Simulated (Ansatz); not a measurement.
CH7BFNSi can be A, `BN(C)[SiH2]F`, or B, `NC[SiH2]BF`.

Calculated with Ansatz (gas phase, PBE0-D4/def2-TZVP geometries, no zero-point term in ΔE). CBS: MP2 limit from def2 TZ/QZ plus the TZ coupled-cluster correction, frozen cores. Functionals use def2-TZVPP. B3LYP here is the variant with VWN-RPA as its local correlation; programs differ in this. Each species was taken in one conformer, which may not be the lowest.

Problem. Which is lower in electronic energy at CCSD(T)/CBS, and by how much? (Best estimate.)

Solution. Ansatz gave: A, by 58.1 kcal/mol.

Problem. Give E(B) − E(A) in kcal/mol with MP2/def2-TZVPP, B3LYP-D4, CCSD/def2-TZVPP, r2SCAN-D4, PBE-D4, PBE0-D4, HF/def2-TZVPP. (Estimate.)

Solution. Ansatz gave: MP2/def2-TZVPP 60.7, B3LYP-D4 57.0, CCSD/def2-TZVPP 57.7, r2SCAN-D4 56.1, PBE-D4 51.2, PBE0-D4 53.3, HF/def2-TZVPP 59.8. None reverses the order clearly.

Largest T1 diagnostic: 0.012.

From PBE to PBE0 (25 % exact exchange), in def2-TZVPP and without D4, E(B) − E(A) moves by +2.1 kcal/mol. The D4 term adds +1.0 kcal/mol with B3LYP and +0.5 kcal/mol with PBE0; it sums over pairs of atoms, weighted by their polarisabilities, and B3LYP, whose exchange is more repulsive, gets the larger term.
